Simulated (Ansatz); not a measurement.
## Ligand exchange: InH(NH2)2 + SnH2(NH2)2 → In(NH2)3 + SnH3(NH2)

Species: InH(NH2)2, singlet; SnH2(NH2)2, singlet; In(NH2)3, singlet; SnH3(NH2), singlet. The partners trade H for NH2: In–H and Sn–NH2 bonds give way to In–NH2 and Sn–H.

Shapes, held fixed at every level: PBE0-D4/def2-TZVP. Flexible molecules stand in one conformer, not always the lowest. Programs: Ansatz 0.2.0. Electronic energies: no zero-point or thermal term.

Estimate ΔE of this reaction.

The highest level, CCSD(T)/def2-TZVPP, gives ΔE = +0.5 kJ/mol; the levels span +0.5 to +4.4. That is about zero within the method's error. The column of differences is taken from that level and isn't an error. No measured value is set beside it here. For atoms past krypton def2 sets carry core potentials with scalar relativity. Outer-core shells of In, Sn are correlated, in sets that cover them unevenly. Times are processor times on shared x86 and Arm servers, and rough.

```
              level                    kind  ΔE (kJ/mol)  less CCSD(T)/def2-TZVPP  CPU time (sum over the molecules)
B3LYP-D4/def2-TZVPP           global hybrid         +4.0                     +3.5                               25 s
 PBE0-D4/def2-TZVPP           global hybrid         +3.4                     +2.9                               16 s
 wB97M-V/def2-TZVPP  range-separated hybrid         +4.4                     +3.9                               62 s
 wB97X-V/def2-TZVPP  range-separated hybrid         +3.8                     +3.3                               46 s
  B2PLYP/def2-TZVPP           double hybrid         +1.9                     +1.4                               33 s
    CCSD/def2-TZVPP   coupled cluster or CI         +1.1                     +0.6                                  –
 CCSD(T)/def2-TZVPP   coupled cluster or CI         +0.5                      0.0                            4.8 min
```
